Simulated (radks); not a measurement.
Q: Successive ionisation energies (eV) of one element, from differences of total energies of ions in their ground configurations, starting at charge 44: 3521.4, 3638.4, 4039.3, 4144.3, 4249.7, 4355.5, 4461.6, 4567.6, 4934.3, 5036.2, 11508.4, 11799.9, 12093.3, 12388.1, 12683.9, 12979.9, 13992.9, 14237.9, 58059, 59047. Calculated with a radial shooting solver on a logarithmic mesh with Libxc functionals: scalar-relativistic Kohn-Sham, PBE, spin-unpolarised, spherical densities, point nucleus. Which element is it?

A: Gadolinium (Z = 64). The first species listed is Gd44+ in [Ar] 3d2, the last Gd63+ in 1s1.
